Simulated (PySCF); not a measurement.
Working out the excitation energy of P

P [Ne] 3s2 3p3 (4S) → P [Ne] 3s1 3p3 3d1 (6D). Calculation: PySCF 2.14, in aug-cc-pwCVDZ (6s5p3d, 36 functions); the non-relativistic Hamiltonian (point nucleus). Frozen: nothing. Energies in hartree (1 hartree = 27.21139 eV):

```csv
part,P (lower),P (upper)
UHF,-340.710168,-340.229436
MP2 opposite-spin,-0.154136,-0.100928
MP2 same-spin,-0.065055,-0.060216
```

Question: What does Hartree-Fock give?

Answer: (-340.229436) − (-340.710168) = 0.480732 hartree = 13.081 eV.

Question: What do MP2 and SCS-MP2 (6/5 opposite-spin, 1/3 same-spin) give?

Answer: The opposite-spin parts differ by 1.448 eV and the same-spin parts by 0.132 eV. MP2: 13.081 + (1.448) + (0.132) = 14.661 eV. SCS-MP2: 13.081 + 1.2 × (1.448) + (0.132)/3 = 14.863 eV.

The upper state lies above the first ionisation limit, but in LS coupling its spin forbids autoionisation to the ground ion.

A double-zeta basis recovers only part of the correlation energy.
